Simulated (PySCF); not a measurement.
Ta(S)(F)2(OH) (F₂HOSTa), SMILES [OH][Ta]([F])([F])=[S], multiplicity 1.

Coordinates come from a PBE0-D3(BJ)/def2-SVP optimisation. The spin state was assumed, not searched. The def2 effective core potentials stand for the cores of Ta; spin–orbit coupling is left out. Other conformers were not sampled.

Two levels are set side by side: TDA-PBE/def2-SVPD (PySCF) and TDA-ωB97X/def2-SVPD (PySCF). Vertical, same geometry. The lowest singlet is HOMO→LUMO 90 % with PBE and HOMO→LUMO 82 %, HOMO−1→LUMO+1 14 % with the other functional; states are paired by order. Differences are taken from unrounded values.

| quantity | TDA-ωB97X |
|---|---|
| lowest singlet excitation (eV) | 4.42 |
| lowest triplet excitation (TDA) (eV) | 3.89 |

Task: What does TDA-PBE give, and how far is it from TDA-ωB97X? (Estimate from the structure and the level; the computed values follow.)

Result: 
```csv
quantity,TDA-PBE,TDA-PBE minus TDA-ωB97X
lowest singlet excitation (eV),4.19,-0.23
lowest triplet excitation (TDA) (eV),3.71,-0.19
```

Functionals without exact exchange tend to place singlet excitations lower, as here. Differences between two approximate levels are no errors against the true value.

Rough cost on one machine, each run with all the roots and properties that it gave: TDA-ωB97X against TDA-PBE about 3 times.
